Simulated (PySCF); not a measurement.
H4OSi, SMILES O[SiH3].

Coordinates come from a B3LYP-D3(BJ)/def2-TZVP optimisation.

The numbers are results of PySCF with CAM-B3LYP/def2-TZVPD, not measurements.

Symmetry labels are those of the subgroup Cs that the program uses (full group Cs).

Computed valence orbital energies around the gap with their symmetry:
| orbital | symmetry | energy (eV) |
|---|---|---|
| HOMO−7 | A" | -101.20 |
| HOMO−6 | A' | -29.69 |
| HOMO−5 | A' | -17.66 |
| HOMO−4 | A' | -14.92 |
| HOMO−3 | A' | -12.41 |
| HOMO−2 | A" | -12.33 |
| HOMO−1 | A' | -10.82 |
| HOMO | A" | -10.23 |
| LUMO | A' | 0.37 |
| LUMO+1 | A' | 1.09 |
| LUMO+2 | A' | 1.85 |
| LUMO+3 | A' | 2.05 |
